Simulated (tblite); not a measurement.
C5H7O3S (doublet state).
Atom-mapped SMILES: `[CH3:1]/[CH:2]=[CH:3]/[CH:4]=[CH:5]\[S:6]([O:7])(=[O:8])=[O:9]` (hydrogens: H10, H11, H12 on C1; H13 on C2; H14 on C3; H15 on C4; H16 on C5)
Bond orders are those of one Lewis drawing.

Computed with GFN2-xTB (tblite), gas phase: L-BFGS steps from a force-field or distance-geometry start until the largest atomic force falls under 0.01 eV/Å.

Step 45: E = -805.2417 eV
```
atom  x, y, z in Å  |  force x, y, z in eV/Å
C1     -2.6524    0.6978   -0.3844    0.002   0.017   0.001
C2     -1.6331   -0.3754   -0.2847   -0.058   0.026   0.000
C3     -0.3697   -0.1674    0.1036   -0.030   0.010  -0.014
C4      0.6230   -1.1979    0.2009    0.001   0.010   0.029
C5      1.8752   -1.0177    0.5632    0.042   0.041  -0.006
S6      2.4386    0.7306    0.9197   -0.008  -0.004  -0.005
O7      2.1192    1.4631   -0.2774   -0.007  -0.028   0.002
O8      3.8293    0.5038    1.2062   -0.020   0.028  -0.012
O9      1.5646    0.9525    2.0570    0.043  -0.039   0.011
H10    -3.4862    0.4847    0.2882    0.043  -0.007  -0.054
H11    -2.2295    1.6658   -0.1273   -0.007  -0.033  -0.015
H12    -3.0553    0.7393   -1.3979    0.007  -0.011   0.056
H13    -1.9749   -1.3730   -0.5390    0.036   0.024  -0.002
H14    -0.0309    0.8158    0.3956   -0.021  -0.001   0.001
H15     0.3069   -2.2057   -0.0645   -0.019  -0.016  -0.008
H16     2.6674   -1.7073    0.7657   -0.005  -0.019   0.016
```

Step 46: E = -805.2425 eV
```
atom  x, y, z in Å  |  force x, y, z in eV/Å
C1     -2.6537    0.6969   -0.3872    0.000   0.034   0.007
C2     -1.6325   -0.3744   -0.2862   -0.073   0.031  -0.025
C3     -0.3694   -0.1672    0.1046   -0.045   0.011  -0.002
C4      0.6211   -1.1995    0.2031    0.013   0.021   0.029
C5      1.8726   -1.0191    0.5689    0.064   0.073  -0.014
S6      2.4422    0.7306    0.9166   -0.006   0.003   0.001
O7      2.1110    1.4715   -0.2721   -0.014  -0.053   0.010
O8      3.8364    0.5080    1.1893   -0.036   0.017  -0.012
O9      1.5774    0.9441    2.0640    0.046  -0.051  -0.003
H10    -3.4873    0.4849    0.2866    0.052  -0.016  -0.064
H11    -2.2324    1.6655   -0.1303    0.000  -0.025  -0.015
H12    -3.0582    0.7392   -1.4006    0.018  -0.023   0.072
H13    -1.9727   -1.3707   -0.5467    0.037   0.011   0.005
H14    -0.0307    0.8144    0.4019   -0.023   0.002  -0.001
H15     0.3054   -2.2066   -0.0647   -0.022  -0.018  -0.005
H16     2.6634   -1.7087    0.7776   -0.012  -0.019   0.018
```

Step 47: E = -805.2436 eV
```
atom  x, y, z in Å  |  force x, y, z in eV/Å
C1     -2.6552    0.6962   -0.3908    0.001   0.046   0.012
C2     -1.6324   -0.3727   -0.2886   -0.057   0.026  -0.050
C3     -0.3696   -0.1669    0.1059   -0.048   0.006   0.018
C4      0.6188   -1.2011    0.2068    0.022   0.032   0.020
C5      1.8702   -1.0201    0.5762    0.069   0.092  -0.029
S6      2.4468    0.7306    0.9125   -0.003   0.011   0.008
O7      2.0992    1.4812   -0.2654   -0.028  -0.077   0.019
O8      3.8454    0.5158    1.1671   -0.044  -0.002  -0.012
O9      1.5949    0.9314    2.0734    0.041  -0.059  -0.019
H10    -3.4882    0.4851    0.2835    0.045  -0.029  -0.054
H11    -2.2356    1.6647   -0.1343    0.013   0.004  -0.009
H12    -3.0620    0.7390   -1.4032    0.026  -0.034   0.065
H13    -1.9692   -1.3676   -0.5570    0.030  -0.009   0.011
H14    -0.0312    0.8127    0.4101   -0.027   0.006  -0.004
H15     0.3029   -2.2075   -0.0648   -0.015  -0.006   0.007
H16     2.6575   -1.7119    0.7933   -0.024  -0.007   0.018
```

Step 48: E = -805.2449 eV
```
atom  x, y, z in Å  |  force x, y, z in eV/Å
C1     -2.6565    0.6961   -0.3942    0.008   0.043   0.013
C2     -1.6328   -0.3704   -0.2914   -0.011   0.011  -0.060
C3     -0.3704   -0.1660    0.1076   -0.035  -0.002   0.037
C4      0.6170   -1.2017    0.2111    0.021   0.039   0.003
C5      1.8689   -1.0201    0.5830    0.048   0.080  -0.046
S6      2.4513    0.7303    0.9086    0.007   0.009   0.014
O7      2.0866    1.4882   -0.2590   -0.045  -0.080   0.016
O8      3.8539    0.5255    1.1455   -0.033  -0.023  -0.011
O9      1.6126    0.9171    2.0826    0.022  -0.059  -0.022
H10    -3.4885    0.4847    0.2794    0.020  -0.039  -0.023
H11    -2.2383    1.6640   -0.1383    0.027   0.043   0.000
H12    -3.0656    0.7382   -1.4047    0.025  -0.036   0.030
H13    -1.9646   -1.3644   -0.5670    0.014  -0.029   0.012
H14    -0.0322    0.8117    0.4178   -0.033   0.010  -0.005
H15     0.2997   -2.2077   -0.0646    0.003   0.019   0.026
H16     2.6512   -1.7164    0.8083   -0.036   0.014   0.016
```

Q: Estimate the geometry and energy of step 49. (The exact step hangs on the optimiser's Hessian estimate; all steps are aligned on step 48, rigid shifts and turns removed.)

A: E = -805.2461 eV, largest force 0.088 eV/Å
```
atom  x, y, z in Å  |  force x, y, z in eV/Å
C1     -2.6568    0.6969   -0.3968    0.019   0.025   0.009
C2     -1.6330   -0.3681   -0.2947    0.042  -0.009  -0.049
C3     -0.3714   -0.1654    0.1098   -0.010  -0.007   0.045
C4      0.6161   -1.2016    0.2151    0.010   0.040  -0.015
C5      1.8691   -1.0189    0.5877    0.010   0.042  -0.056
S6      2.4545    0.7300    0.9053    0.014   0.000   0.012
O7      2.0736    1.4918   -0.2540   -0.061  -0.063   0.004
O8      3.8602    0.5354    1.1270   -0.004  -0.039  -0.009
O9      1.6273    0.9027    2.0901   -0.004  -0.049  -0.009
H10    -3.4880    0.4838    0.2753   -0.007  -0.042   0.016
H11    -2.2395    1.6643   -0.1417    0.034   0.071   0.009
H12    -3.0679    0.7371   -1.4050    0.018  -0.027  -0.019
H13    -1.9599   -1.3619   -0.5752   -0.005  -0.040   0.009
H14    -0.0335    0.8110    0.4244   -0.038   0.015  -0.004
H15     0.2967   -2.2072   -0.0638    0.025   0.047   0.046
H16     2.6450   -1.7209    0.8214   -0.044   0.037   0.011
```

The energy changes by -0.0013 eV. The first-order estimate −F·Δx gives -0.0017 eV and the mean of the old and new forces, exact on a quadratic surface, -0.0013 eV. The step makes an angle of 79° with the force vector and moves no atom by more than 0.022 Å.

What follows is the cost of the whole relaxation. On Arm Neoverse V2, one thread, shared host, this took 0.52 s of wall time.
